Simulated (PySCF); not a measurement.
# Bonding in `CS[SiH](Cl)SC`

C2H7ClS2Si.
Atom-mapped SMILES: `[CH3:1][S:2][SiH:3]([Cl:4])[S:5][CH3:6]` (hydrogens: H7, H8, H9 on C1; H10 on Si3; H11, H12, H13 on C6)

Geometry (GFN2-xTB, Å), atoms numbered from 1 in this order:
```
atom  x, y, z in Å
C1    -2.5293    0.5813   -0.2278
S2    -0.7507    0.8810   -0.4449
Si3    0.0086   -1.0597    0.0793
Cl4   -0.9925   -2.5156   -0.8803
S5     2.0770   -1.1709   -0.4431
C6     2.6484    0.4932    0.0301
H7    -2.8319   -0.2665   -0.8333
H8    -2.7411    0.3984    0.8206
H9    -3.0368    1.4808   -0.5593
H10   -0.1642   -1.2342    1.5155
H11    2.6056    0.5990    1.1087
H12    3.6741    0.5734   -0.3128
H13    2.0285    1.2403   -0.4539
```

Bond orders from the PBE0/pcSseg-1 density (PySCF). Isolated species at its GFN2-xTB geometry (one conformer only).

(1) Where do the orders between heavy atoms depart from those drawn in the SMILES?

(2) Set the Mayer orders of the bonds between heavy atoms beside their lengths.

Results:

(1) The largest departure is 0.018, at Si3–S5 (drawn single, 1.018).

(2) 
| bond | drawn as | length (Å) | Mayer order |
| --- | --- | --- | --- |
| C1–S2 | single | 1.817 | 0.999 |
| S2–Si3 | single | 2.149 | 0.986 |
| Si3–Cl4 | single | 2.011 | 0.992 |
| Si3–S5 | single | 2.136 | 1.018 |
| S5–C6 | single | 1.822 | 0.995 |

By pair of heavy elements: C–S: all 2 within 0.02 of one another (0.995 to 0.999). S–Si: lowest S2–Si3 (0.986, 2.149 Å), highest Si3–S5 (1.018, 2.136 Å).

Task: And the bonds to hydrogen?

Result: C–H: 0.94 to 0.96 (6 bonds); H–Si: 0.89 (1 bond).

Task: Sum the orders of all bonds at each heavy atom with more than one neighbour and set the sums beside the valence in the SMILES.

Result: C1 3.846 (drawn 4), S2 1.985 (drawn 2), Si3 3.886 (drawn 4), S5 2.013 (drawn 2), C6 3.837 (drawn 4). Orders between atoms that aren't bonded are not in these sums.

For a closed shell the Mayer order of atoms A and B is Σ (PS)μν (PS)νμ over the basis functions μ on A and ν on B, with P the density and S the overlap matrix.
